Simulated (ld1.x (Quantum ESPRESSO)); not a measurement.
Values are calculated unless marked as measured or tabulated.
Potentials for Si (Z = 14) compared

Generated with ld1.x 7.5 (TM, RRKJ, ultrasoft, PAW), atompaw 4.2 or ONCVPSP 4.0.1. The cutoff is in Ry: for ld1.x and atompaw files where the sum of valence levels is converged to 10 mRy in a Bessel basis, for ONCV files where the hardest occupied wave has 1 mHa per electron of residual kinetic energy. The error is the largest all-electron minus pseudo excitation energy over each file’s own four to seven test configurations (ionisations up to +4, promotions, holes and added fractions of an electron), all of which were solved. The labels leave out finer settings (local radius, basis sizes, second energies), which also bear on the numbers. Spin-polarised tests are not counted. The rows are a selection from randomly drawn settings: files with unsolved tests, undetermined cutoffs or missed reference levels are left out.

A true bound ghost makes a file unfit for plane-wave use even where its test errors are small: the radial tests pick states by their node count and pass the ghost by.

```csv
potential,cutoff (Ry),largest error (meV),bound ghosts
"TM, Wu–Cohen, scalar-relativistic, rc 1.35/1.65/1.75 (spd), local s, core correction no, reference 3s2 3p2",35,+82,none
"ultrasoft, LDA (PZ), fully relativistic, rc 1.00/1.15/0.95 (spd), local smoothed, core correction no, reference 2s2 2p6 3s2 3p0",90,-1007,none
"TM, LDA (PZ), scalar-relativistic, rc 1.30/1.75/1.30 (spd), local smoothed, core correction yes, reference 3s2 3p1.5",40,+24,none
"ultrasoft, LDA (PZ), non-relativistic, rc 1.85/1.55 (sp), local smoothed, core correction yes, reference 3s2 3p1.5",8,-7.6,none
"PAW, BP86, scalar-relativistic, rc 1.45/1.95 (sp), local smoothed, core correction yes, reference 3s2 3p2",18,-68,s
"TM, PBE, scalar-relativistic, rc 1.55/1.95/1.65 (spd), local d, core correction no, reference 3s2 3p2",15,+138,none
```

Fill in the row for Si: ultrasoft, PBE, scalar-relativistic, rc 2.15/2.60 (sp), local smoothed, core correction yes, reference 3s1.5 3p2.5.

cutoff 8 Ry, largest error -2.5 meV, bound ghosts: none.
